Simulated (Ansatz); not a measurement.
`N[SiH](N)O[SiH3]` + `FCCCl` → `FC([SiH3])CCl` + `N[SiH](N)O`  (formal exchange of groups at the Si–O bond)

Program: Ansatz. Geometries: PBE0-D4/def2-TZVP. ΔE: electronic, gas phase. CBS: MP2 limit from def2 TZ/QZ plus the TZ coupled-cluster correction, frozen cores. This one scheme is used for every species. DFT in def2-TZVPP. B3LYP here is the variant with VWN-RPA as its local correlation; programs differ in this. One conformer a species, not always the lowest.

```tsv
level	ΔE (kcal/mol)	difference from CCSD(T)/CBS
PBE-D4	26.6	-4.5
r2SCAN-D4	30.1	-1.0
PBE0-D4	28.9	-2.2
B3LYP-D4	31.3	0.2
ωB97X-V	30.6	-0.5
ωB97M-V	30.3	-0.8
B2PLYP	31.8	0.7
PBE	26.5	-4.6
r2SCAN	30.0	-1.1
PBE0	28.8	-2.3
B3LYP	31.2	0.1
HF/def2-TZVPP	37.8	6.7
MP2/def2-TZVPP	31.9	0.8
SCS-MP2/def2-TZVPP	33.0	1.9
CCSD/def2-TZVPP	32.2	1.1
CCSD(T)/def2-TZVPP	31.3	0.2
HF/def2-QZVPP	38.2	7.1
MP2/def2-QZVPP	32.0	0.9
SCS-MP2/def2-QZVPP	33.1	2.0
HF/CBS(def2)	38.3	7.2
MP2/CBS(def2)	31.7	0.6
CCSD/CBS(def2)	32.1	1.0
CCSD(T)/CBS	31.1	0
```

Largest T1 diagnostic among the species: 0.011.

In def2-TZVPP, CCSD(T) changes the Hartree–Fock value by −6.5 kcal/mol (the triples alone add −0.9 kcal/mol) and MP2 by −5.9 kcal/mol. From PBE to PBE0 (25 % exact exchange), in def2-TZVPP and without D4, ΔE moves by +2.3 kcal/mol.
